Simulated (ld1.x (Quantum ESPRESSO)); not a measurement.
# Before and after: ultrasoft potential for praseodymium

* Element: Pr (Z = 59)
* Generator: ld1.x (Quantum ESPRESSO) 7.5
* Type: ultrasoft
* Functional: PBEsol
* Relativity: scalar-relativistic
* Frozen core: [Kr] 4d10
* Valence charge: 13
* Reference configuration: 4f3 5s2 5p6 5d1 6s1 6p0
* Partial waves: 5s (bound): rcut 2.00, rcutus 2.40 bohr; 6s (bound): rcut 2.00, rcutus 2.40 bohr; 5p (bound): rcut 2.35, rcutus 2.70 bohr; 6p (bound, empty): rcut 2.35, rcutus 2.70 bohr; 5d (bound): rcut 3.20, rcutus 3.95 bohr; 5d channel at 2.35 Ry: rcut 3.20, rcutus 3.95 bohr; 4f (bound): rcut 1.25, rcutus 1.45 bohr; 4f channel at 4.65 Ry: rcut 1.25, rcutus 1.45 bohr
* Local potential: all-electron potential smoothed inside 3.55 bohr (lloc = -1)
* Core correction: Bessel-smoothed model core inside 1.35 bohr
* Augmentation charge: PSQ, radius 1.00 bohr

Change: augmentation PSQ, inside the norm-conserving radii.

Cutoffs: the cutoffs (Ry, on a coarse ladder) from which the occupation-weighted sum of valence levels, in a spherical-Bessel basis at the reference potential, stays within 10 and 1 mRy of its value at 400 Ry; they do not see the model core or the augmentation charge, which bear on the density cutoff. Errors are all-electron minus pseudo energies relative to the spin-unpolarised reference configuration.

Q: Predict the effect on cutoff, ghosts and configuration errors.

A: The potential gets neither clearly harder nor softer (70 Ry and 100 Ry → 70 Ry and 100 Ry); of the 7 tests that both files solve, the error grows in 2 and shrinks in 5 by more than 15 % and 0.3 meV (median size 34.6 → 8.1 meV); neither file shows a bound ghost.

| quantity | base | changed |
| --- | --- | --- |
| cutoff, loose | 70 Ry | 70 Ry |
| cutoff, tight | 100 Ry | 100 Ry |
| bound ghosts | none | none |
| error for 4f3 5s2 5p6 5d0 6s2 6p0, meV [ΔE -1.57 eV] | -29 | +4.7 |
| error for 4f3 5s2 5p6 5d0 6s1 6p0, meV [ΔE 4.17 eV] | -30 | +4.1 |
| error for 4f3 5s2 5p6 5d0 6s0 6p0, meV [ΔE 14.70 eV] | -35 | -13 |
| error for 4f3 5s2 5p6 5d1 6s0 6p0, meV [ΔE 5.06 eV] | -2.3 | -5.1 |
| error for 4f2 5s2 5p6 5d0 6s2 6p0, meV [ΔE 6.00 eV] | -50 | -361 |
| error for 4f3 5s2 5p5 5d0 6s2 6p0, meV [ΔE 24.55 eV] | -65 | -8.1 |
| error for 4f3 5s2 5p6 5d0 6s0 6p2, meV [ΔE 3.10 eV] | -35 | +11 |
| s: phases at 4.28 bohr within 0.05 rad from the reference energy up to (Ry; the scan ends near 5) | 1.9 | 1.9 |
| p: phases at 4.28 bohr within 0.05 rad from the reference energy up to (Ry; the scan ends near 5) | 2.6 | 2.6 |
| d: phases at 4.28 bohr within 0.05 rad from the reference energy up to (Ry; the scan ends near 5) | 4.0 | 4.0 |
| f: phases at 4.28 bohr within 0.05 rad from the reference energy up to (Ry; the scan ends near 5) | 0.6 | 0.6 |
| lowest overlap eigenvalue by channel | s 0.16, p 0.12, d 0.80, f 0.97 | s 0.16, p 0.12, d 0.80, f 0.97 |
